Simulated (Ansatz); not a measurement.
BrHSi (SMILES [SiH]Br) moved off its minimum; all values from Ansatz (a program for electronic structure), cores frozen in correlated methods.
(charge 0, multiplicity 1)
```xyz
3

Si    -0.91305    -0.90449     1.04344
H     -1.81732    -1.34559     0.05382
Br     0.36191     0.38858    -0.49878
```

```csv
level,largest force (eV/Å),on atom,rms difference from CCSD(T)/def2-TZVPPD (eV/Å),dipole (D)
HF/def2-TZVPP,2.33,Si1,0.072,2.41
PBE/def2-TZVPP,2.71,Si1,0.189,1.61
r2SCAN/def2-TZVPP,2.62,Si1,0.077,1.72
B3LYP/def2-TZVPP,2.43,Si1,0.100,1.90
wB97M-V/def2-TZVPP,2.52,Si1,0.043,2.13
MP2/def2-TZVPPD,2.49,Si1,0.067,2.00
CCSD(T)/def2-TZVPPD,2.48,Si1,0.000,1.90
```

The differences count from one level among others, with limits of its own. Forces at CCSD(T)/def2-TZVPPD (eV/Å):

| atom | Fx | Fy | Fz |
|---|---|---|---|
| Si1 | 1.991 | 1.321 | 0.648 |
| H2 | -1.299 | -0.625 | -1.459 |
| Br3 | -0.692 | -0.696 | 0.811 |

Doubts at one or more of the structures used: a restricted determinant that unrestricted orbitals would lower (MP2/def2-TZVPPD, CCSD(T)/def2-TZVPPD).
